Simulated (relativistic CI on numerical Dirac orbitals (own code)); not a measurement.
**Cu2+ in a cubic cluster: 2p photoemission with charge transfer**

Computed with a charge-transfer multiplet model of a cubic metal-ligand cluster with up to one ligand hole, Slater and spin-orbit integrals from Dirac-Coulomb-Breit ions, Slater integrals scaled by 0.9. The ground state mixes d9 with configurations of k ligand holes L, whose averages lie at kΔ + k(k − 1)U_dd/2; a core hole lowers each added d electron by U_cd. 20 K, Lorentzian 0.6 eV and Gaussian 0.8 eV FWHM.

Atomic integrals in eV (Slater integrals scaled, ζ unscaled), ground: F2dd 12.450, F4dd 7.768, zeta_d 0.099; with the core hole: F2dd 12.450, F4dd 7.768, zeta_d 0.138, zeta_core 13.377, F2cd 7.943, G1cd 6.088, G3cd 3.464.

Cluster parameters (eV): Δ = 1.7, U_dd = 8.6, U_cd = 10.1, 10Dq = 1.45, 10Dq(ligand) = 0.4, final-state hopping factor = 1.

```
                             Case   n_d    d9  d10L     S
V(eg) = 2.2 eV, V(t2g) = -1.13 eV  9.27  0.73  0.27  0.50
V(eg) = 2.8 eV, V(t2g) = -1.44 eV  9.31  0.69  0.31  0.50
V(eg) = 3.1 eV, V(t2g) = -1.59 eV  9.32  0.68  0.32  0.50
V(eg) = 3.4 eV, V(t2g) = -1.75 eV  9.34  0.66  0.34  0.50
 V(eg) = 3.7 eV, V(t2g) = -1.9 eV  9.35  0.65  0.35  0.50
```

Weights, n_d and S are thermal averages at 20 K. Binding energies count from the first peak over 30 % of the highest in each spectrum, which can be another peak from case to case. The parameters are a model scan and need not match a compound or its usual spin state. Peaks in eV (height, largest 100):
- V(eg) = 2.2 eV, V(t2g) = -1.13 eV: 0.0 (100), 7.9 (53), 10.7 (27), 20.1 (49), 28.2 (21), 29.7 (27)
- V(eg) = 2.8 eV, V(t2g) = -1.44 eV: 0.0 (100), 8.6 (33), 11.4 (19), 20.1 (49), 28.9 (13), 30.4 (19)
- V(eg) = 3.1 eV, V(t2g) = -1.59 eV: 0.0 (100), 8.8 (26), 11.6 (17), 20.1 (50), 29.2 (11), 30.6 (16)
- V(eg) = 3.4 eV, V(t2g) = -1.75 eV: 0.0 (100), 9.2 (21), 12.0 (15), 20.1 (50), 29.6 (8), 30.9 (14)
- V(eg) = 3.7 eV, V(t2g) = -1.9 eV: 0.0 (100), 9.7 (17), 12.5 (14), 20.2 (50), 30.1 (7), 31.4 (13)

Curve for V(eg) = 3.1 eV, V(t2g) = -1.59 eV (points under 2 left out, the grid thinned):

(E (eV), Intensity): (-2.8, 2.1), (-2.3, 3.2), (-1.9, 4.8), (-1.4, 9.8), (-1.0, 22.3), (-0.5, 66.6), (0.0, 100.0), (0.4, 67.2), (0.9, 23.1), (1.4, 8.7), (1.8, 5.0), (2.3, 3.1), (2.7, 2.3), (7.4, 3.0), (7.9, 7.2), (8.3, 16.3), (8.8, 26.3), (9.2, 22.0), (9.7, 14.6), (10.2, 10.9), (10.6, 10.8), (11.1, 13.3), (11.6, 16.8), (12.0, 14.2), (12.5, 7.1), (12.9, 3.6), (18.1, 2.3), (18.6, 4.1), (19.0, 8.6), (19.5, 26.4), (19.9, 46.8), (20.4, 39.3), (20.9, 14.6), (21.3, 6.2), (21.8, 2.9), (28.1, 2.1), (28.6, 5.7), (29.1, 10.3), (29.5, 9.7), (30.0, 10.9), (30.5, 16.2), (30.9, 14.2), (31.4, 6.9), (31.8, 4.0), (32.3, 2.3)

For the case V(eg) = 2.8 eV, V(t2g) = -1.44 eV, Δ = 1.7 eV is smaller than U_dd = 8.6 eV, the charge-transfer side of the Zaanen-Sawatzky-Allen scheme. With the core hole the average of the configuration with one ligand hole lies at Δ − U_cd = -8.4 eV before mixing: it lies below the unscreened one, so the lowest final states are mostly screened and the unscreened weight appears at higher binding energy as a satellite.
